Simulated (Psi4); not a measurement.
Pair of molecules, SMILES CO with SMILES O=CO, pulled apart as rigid monomers along the line of their centres of mass from the B3LYP-D3(BJ)/def2-TZVP minimum (SMILES order as in the coordinates).
Starting geometry (charge 0, multiplicity 1):
```xyz
11

C     -0.18960    -0.35027     0.18299
O      0.48930    -0.80552     1.35223
H     -0.90401     0.44544     0.41406
H     -0.72878    -1.20179    -0.22782
H      0.51964     0.01102    -0.56554
H      0.93740    -0.05470     1.77985
O      0.81214     0.88640     3.56206
C      0.00174     0.25227     4.19936
O     -0.65400    -0.81543     3.77385
H     -0.28228     0.50576     5.22849
H     -0.36563    -1.00672     2.83763
```

Calculation: SAPT0/jun-cc-pV(D+d)Z in Psi4.

```tsv
O2···H11 (Å)	electrostatics (kcal/mol)	exchange (kcal/mol)	induction (kcal/mol)	dispersion (kcal/mol)	total
1.58	-32.71	41.15	-13.82	-6.22	-11.60
1.73	-23.54	24.18	-8.53	(withheld)	-12.28
1.95	-14.88	(withheld)	-4.11	-2.62	-10.98
2.33	-7.58	2.57	-1.25	-1.17	-7.43
2.98	-3.14	0.24	-0.23	-0.37	-3.50
```

Question: Fill in the missing entries.

Answer: 
- 1.73, dispersion (kcal/mol): -4.38
- 1.95, exchange (kcal/mol): 10.63
